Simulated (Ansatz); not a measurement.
**ScH2, doublet: CASSCF and its corrections**

Calculated in Ansatz's Gaussian-basis code. Basis def2-SVP, nonrelativistic, 9 orbitals frozen in the corrections. State-specific CASSCF; RHF is the lowest restricted (open-shell) Hartree–Fock solution met. Letters tell apart solutions met in one space. Small basis; these aren't basis-limit values. Solutions may break the symmetry of the shape. No proof that the lowest CASSCF solution was found.

Geometry. A bond is stretched, to 1.80 times the sum of the covalent radii.

```xyz
3

H     0.0000    1.5299    3.2808
Sc    0.0000    0.0000    0.0000
H     0.0000    0.7649   -1.6404
```

CASSCF less RHF, in eV, and natural occupations:

```tsv
CAS	CASSCF	occupations
(5,8) a	-1.843	1.97, 1.64, 1.00, 0.36, 0.02, 0.01, 0.01, 0.01
(5,8) b	-1.641	1.95, 1.77, 0.99, 0.15, 0.06, 0.05, 0.02, 0.01
```

What totals less RHF do the corrections give on each solution?



```json
{"CAS": "(5,8) a", "SC-NEVPT2": "-2.036"}
{"CAS": "(5,8) b", "SC-NEVPT2": "-1.985"}
```

In CAS(5,8), is the solution lowest in CASSCF also lowest after SC-NEVPT2?

Yes: (5,8) a stays lowest, 0.05 eV under the next.
